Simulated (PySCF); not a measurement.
C4H9O2, SMILES [CH2]OCCOC, doublet (GFN2-xTB optimised geometry):

```
15

C     -2.388     0.310     1.757
O     -1.080     0.571     1.488
C     -0.740     0.669     0.128
C      0.775     0.779     0.000
O      1.327    -0.514     0.000
C      2.730    -0.514     0.000
H     -3.129     0.460     0.993
H     -2.635     0.373     2.797
H     -1.220     1.557    -0.312
H     -1.077    -0.222    -0.417
H      1.164     1.365     0.846
H      1.035     1.301    -0.935
H      3.128    -0.008    -0.889
H      3.040    -1.557    -0.006
H      3.129    -0.019     0.894
```

Method: unrestricted B3LYP/def2-TZVP (PySCF 2.14.0).

Q: What are the frontier orbital energies (α orbitals alone; a β orbital can be the lowest empty one) and the dipole moment?

A: HOMO-2 -8.94 eV, HOMO-1 -7.31 eV, HOMO -4.81 eV, LUMO 1.02 eV, LUMO+1 1.43 eV; dipole moment 1.81 D.

On the same geometry PySCF with unrestricted PBE/def2-TZVP gives HOMO-2 -7.65 eV, HOMO-1 -5.95 eV, HOMO -3.65 eV, LUMO 0.52 eV, LUMO+1 0.93 eV; dipole moment 1.75 D.

Meta-Löwdin charges at B3LYP/def2-TZVP: C1 -0.15, O2 -0.30, C3 0.01, C4 0.02, O5 -0.39, C6 -0.11, H7 0.11, H8 0.13, H9 0.10, H10 0.11, H11 0.10, H12 0.09, H13 0.09, H14 0.13, H15 0.09.
